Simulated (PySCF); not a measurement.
## Excitation energy of Sb⁺ by level of theory

Sb⁺ [Kr] 4d10 5s2 5p2 (3P) → Sb⁺ [Kr] 4d10 5s2 5p1 5d1 (high-spin determinant), as a difference of total energies. All numbers are calculated (PySCF 2.14, scalar relativity by spin-free X2C-1e, in aug-cc-pVQZ-DK3). Correlated levels: valence: [Kr] 4d10 frozen. The calculations carry no spin-orbit coupling.

```json
{"method": "UHF", "excitation energy (eV)": "9.451"}
{"method": "LDA", "excitation energy (eV)": "8.945"}
{"method": "PBE", "excitation energy (eV)": "8.741"}
{"method": "PBE0", "excitation energy (eV)": "9.030"}
{"method": "r2SCAN", "excitation energy (eV)": "9.170"}
{"method": "HSE06", "excitation energy (eV)": "8.990"}
{"method": "PW91", "excitation energy (eV)": "8.782"}
{"method": "TPSSh", "excitation energy (eV)": "8.987"}
{"method": "MP2 (valence)", "excitation energy (eV)": "9.308"}
{"method": "SCS-MP2 (valence)", "excitation energy (eV)": "9.314"}
```

Task: How much does correlation contribute at MP2 (valence)?

Result: 9.308 − (9.451) = -0.143 eV, measured against UHF.

A first-order spin-orbit estimate (lowest level to lowest level, LS coupling) adds 0.096 eV.

The promoted electron is Rydberg-like, and one or two diffuse shells describe it only roughly, which tends to raise the upper state.

The determinant of the upper state mixes LS terms, which raises its energy above the lowest term, most at the Hartree-Fock and MP2 levels.
